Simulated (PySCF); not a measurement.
CClF, SMILES F[C]Cl (connectivity only; charge and spin as stated), neutral, multiplicity 1.

Geometry: ωB97X-D3(BJ)/def2-TZVP. The isomer is the one that the SMILES or the coordinates give; other isomers of the formula were not compared.

Computed with PySCF 2.14.0 with TDA-B3LYP/def2-TZVPD.

Vertical excitations. The molecule is in vacuum. State labels are in the subgroup Cs.

```
state  symmetry  energy (eV)  λ (nm)      f                                            main pairs
-----  --------  -----------  ------  -----  ----------------------------------------------------
S1           A"         3.57     347  0.013                                        HOMO→LUMO 99 %
S2           A"         5.16     240  0.000                                     HOMO−1→LUMO 100 %
S3           A'         6.24     199  0.002                    HOMO−2→LUMO 61 %, HOMO→LUMO+1 34 %
S4           A'         7.36     169  0.194  HOMO→LUMO+2 41 %, HOMO→LUMO+1 29 %, HOMO−2→LUMO 17 %
S5           A'         7.56     164  0.135                    HOMO→LUMO+2 57 %, HOMO→LUMO+1 27 %
S6           A'         8.06     154  0.026                                      HOMO→LUMO+3 91 %
S7           A"         8.21     151  0.033                                      HOMO→LUMO+4 99 %
S8           A'         8.57     145  0.039                                      HOMO→LUMO+5 88 %
S9           A'         8.68     143  0.046                                    HOMO−1→LUMO+1 86 %
S10          A"         9.02     138  0.000                                    HOMO−2→LUMO+1 94 %
T1           A"         1.70     731      0                                        HOMO→LUMO 97 %
T2           A"         4.91     253      0                                      HOMO−1→LUMO 99 %
T3           A'         5.04     246      0                                     HOMO−2→LUMO 100 %
T4           A'         5.76     215      0                                      HOMO→LUMO+1 88 %
```
Triplets are in the Tamm–Dancoff approximation.
